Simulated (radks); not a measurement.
The nitrogen anion N2-, [He] 2s2 2p5, held by a Watson sphere: a shell of charge +2.51 at radius R that stands for the Madelung well of a crystal (potential energy -2.51/R inside, -2.51/r outside, in hartree with lengths in bohr). Calculated with a radial shooting solver on a logarithmic mesh with Libxc functionals: non-relativistic Kohn-Sham, LB94 model potential, spin-unpolarised, spherical densities, point nucleus. Response by self-consistent Sternheimer equations with the Hartree and adiabatic LDA kernel. The sphere does not respond.

| R (bohr) | e(1s) (eV) | e(2s) (eV) | e(2p) (eV) | <r> 2p (bohr) | sum of <r^2> (bohr^2) | X-ray form factor at sin(theta)/lambda = 0.1 1/angstrom | alpha (bohr^3) |
|---|---|---|---|---|---|---|---|
| 1.78 | -406.71 | -29.824 | -18.743 | 1.535 | 19.78 | 7.715 | 9.896 |
| 1.89 | -406.49 | -28.984 | -18.049 | 1.568 | 20.61 | 7.670 | 10.98 |
| 3.16 | -403.19 | -22.148 | -11.979 | 1.872 | 29.16 | 7.275 | 32.17 |
| 3.63 | -402.02 | -20.571 | -10.450 | 1.958 | 32.02 | 7.175 | 45.57 |
| 3.86 | -401.50 | -19.919 | -9.804 | 1.997 | 33.39 | 7.133 | 53.60 |
| 3.94 | -401.33 | -19.708 | -9.593 | 2.010 | 33.87 | 7.119 | 56.65 |
